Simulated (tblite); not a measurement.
C₆H₆NO (doublet state).
SMILES with atom numbers: `[CH3:1][C:2](=[O:3])[c:4]1[cH:5][c:6][nH:7][cH:8]1` (hydrogens: H9, H10, H11 on C1; H12 on C5; H13 on N7; H14 on C8)

Cartesian coordinates in Å at the GFN2-xTB level; atoms count from 1:
```
atom  x, y, z in Å
C1    -2.175    0.324   -0.290
C2    -1.081   -0.701   -0.133
O3    -1.292   -1.896   -0.145
C4     0.271   -0.185    0.036
C5     0.701    1.183    0.072
C6     2.039    1.122    0.248
N7     2.467   -0.162    0.323
C8     1.398   -0.978    0.195
H9    -2.203    0.967    0.587
H10   -1.977    0.942   -1.163
H11   -3.133   -0.176   -0.406
H12    0.092    2.056   -0.020
H13    3.423   -0.451    0.452
H14    1.469   -2.046    0.221
```

Calculated harmonic vibrations of the isolated species, GFN2-xTB (tblite), most abundant isotopes, no scaling. Errors from tens to a few hundred cm⁻¹ against measured bands are possible. One conformer, not necessarily the lowest. Open shells enter through the occupations alone, without spin polarisation, and single modes of such species can be off by tens of per cent.

Harmonic wavenumbers (cm⁻¹): 70.0, 143.4, 174.9, 183.7, 362.4, 434.3, 479.2, 523.0, 607.7, 627.7, 629.0, 763.6, 796.7, 818.6, 908.6, 987.0, 988.4, 1042.7, 1097.1, 1145.9, 1154.2, 1308.4, 1323.0, 1359.0, 1365.6, 1454.7, 1459.1, 1467.7, 1514.8, 1710.7, 3029.3, 3033.7, 3056.9, 3173.1, 3200.6, 3469.0.

A = 4939, B = 1630, C = 1235 MHz; mass 108.045 u (most abundant isotopes); point group Cs, symmetry number 1; spin multiplicity 2.

**Question.** What is the zero-point energy?

**Answer.** ½Σν̃ = 22932 cm⁻¹ = 65.56 kcal/mol.

**Question.** Give the ideal-gas entropy at 298.15 K and 1 bar in the rigid-rotor, harmonic-oscillator model (classical rotation).

**Answer.** Translation 39.97, rotation 27.87, vibration 17.47, spin (R ln 2) 1.38: S = 86.7 cal/(mol K).

**Question.** And Cp and H(298.15 K) − H(0)?

**Answer.** Cp = 29.20 cal/(mol K), of which vibrations give 21.26 (their classical limit is 36 R = 71.5); H(298.15 K) − H(0) = 5.31 kcal/mol without the zero-point energy, 2.94 from vibrations.

**Question.** Blend soft modes into free rotors: weight 1/[1 + (100 cm⁻¹/ν̃)⁴] for the oscillator and the rest for a rotor with moment μB/(μ + B), μ = h/(8π²ν), B = 10⁻⁴⁴ kg m². What vibrational entropy results?

**Answer.** 16.65 cal/(mol K) in place of 17.47, which changes −T·S at 298.15 K by +0.24 kcal/mol.

**Question.** Which modes carry the vibrational entropy at 298.15 K?

**Answer.** 70.0 cm⁻¹: 4.15; 143.4 cm⁻¹: 2.76; 174.9 cm⁻¹: 2.38; 183.7 cm⁻¹: 2.29; 362.4 cm⁻¹: 1.11; 434.3 cm⁻¹: 0.84 cal/(mol K); the other 30 give 3.93 together.

**Question.** What must be added to the electronic energy to get the Gibbs energy at 298.15 K and 1 bar?

**Answer.** ZPE + [H(298.15 K) − H(0)] − T·S = 65.56 + 5.31 − 25.85 = 45.02 kcal/mol.

Hindered rotation and anharmonicity are outside this model. Other conformers, if any are populated, would add a mixing term that is left out.
